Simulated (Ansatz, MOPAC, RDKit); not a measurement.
Molecule: triaminosilylethane, C$_{2}$H$_{11}$N$_{3}$Si, net charge 0, singlet state. SMILES: N[Si](N)(N)CC

Atoms: C1, C2, Si3, N4, N5, N6, H7, H8, H9, H10, H11, H12, H13, H14, H15, H16, H17. Bonds: C1-C2, C1-H7, C1-H8, C1-H9, C2-Si3, C2-H10, C2-H11, Si3-N4, Si3-N5, Si3-N6, N4-H12, N4-H13, N5-H14, N5-H15, N6-H16, N6-H17.

Bond lengths (Å) and angles (degrees) optimised at UFF with RDKit; MMFF94 with RDKit; AM1 with MOPAC; PM7 with MOPAC; MNDO with MOPAC; B3LYP/6-31G* with Ansatz (a program for electronic structure), each started from the B3LYP-D3(BJ)/def2-TZVP structure (Ansatz) of the last column. A row stands for all coordinates that are equal there; 11 of 34 kinds are shown. 6-31G* holds six Cartesian d functions. No wavenumbers were computed at UFF, MMFF94, MNDO, so these may be saddle points.

```json
[
 {"coordinate": "C1-C2", "UFF": "1.523", "MMFF94": "1.525", "AM1": "1.497", "PM7": "1.532", "MNDO": "1.522", "B3LYP/6-31G*": "1.539", "B3LYP-D3(BJ)/def2-TZVP": "1.534"},
 {"coordinate": "C1-H7", "UFF": "1.110", "MMFF94": "1.095", "AM1": "1.119", "PM7": "1.099", "MNDO": "1.110", "B3LYP/6-31G*": "1.097", "B3LYP-D3(BJ)/def2-TZVP": "1.092"},
 {"coordinate": "C1-H9", "UFF": "1.111", "MMFF94": "1.096", "AM1": "1.119", "PM7": "1.100", "MNDO": "1.109", "B3LYP/6-31G*": "1.096", "B3LYP-D3(BJ)/def2-TZVP": "1.091"},
 {"coordinate": "C2-Si3", "UFF": "1.877", "MMFF94": "1.814", "AM1": "1.840", "PM7": "1.893", "MNDO": "1.821", "B3LYP/6-31G*": "1.894", "B3LYP-D3(BJ)/def2-TZVP": "1.878"},
 {"coordinate": "C2-H10", "UFF": "1.110", "MMFF94": "1.097", "AM1": "1.119", "PM7": "1.116", "MNDO": "1.113", "B3LYP/6-31G*": "1.102", "B3LYP-D3(BJ)/def2-TZVP": "1.097"},
 {"coordinate": "C2-H11", "UFF": "1.110", "MMFF94": "1.097", "AM1": "1.118", "PM7": "1.118", "MNDO": "1.113", "B3LYP/6-31G*": "1.099", "B3LYP-D3(BJ)/def2-TZVP": "1.094"},
 {"coordinate": "Si3-N4", "UFF": "1.790", "MMFF94": "1.655", "AM1": "1.707", "PM7": "1.783 to 1.788", "MNDO": "1.722", "B3LYP/6-31G*": "1.743", "B3LYP-D3(BJ)/def2-TZVP": "1.726"},
 {"coordinate": "Si3-N6", "UFF": "1.790", "MMFF94": "1.661", "AM1": "1.707", "PM7": "1.790", "MNDO": "1.722", "B3LYP/6-31G*": "1.732", "B3LYP-D3(BJ)/def2-TZVP": "1.718"},
 {"coordinate": "C1-C2-Si3", "UFF": "111.5", "MMFF94": "117.0", "AM1": "110.7", "PM7": "115.4", "MNDO": "117.9", "B3LYP/6-31G*": "114.7", "B3LYP-D3(BJ)/def2-TZVP": "114.2"},
 {"coordinate": "C2-Si3-N4", "UFF": "109.6", "MMFF94": "118.3", "AM1": "108.9", "PM7": "106.8", "MNDO": "111.9", "B3LYP/6-31G*": "105.5", "B3LYP-D3(BJ)/def2-TZVP": "105.7"},
 {"coordinate": "C2-Si3-N5", "UFF": "109.1", "MMFF94": "118.0", "AM1": "108.3", "PM7": "104.2", "MNDO": "109.8", "B3LYP/6-31G*": "104.9", "B3LYP-D3(BJ)/def2-TZVP": "105.3"}
]
```

A range marks coordinates that this level makes unequal.

Mean signed difference of all 16 bond lengths from B3LYP-D3(BJ)/def2-TZVP: UFF 0.031 Å, MMFF94 -0.013 Å, AM1 -0.009 Å, PM7 0.018 Å, MNDO -0.006 Å, B3LYP/6-31G* 0.008 Å.
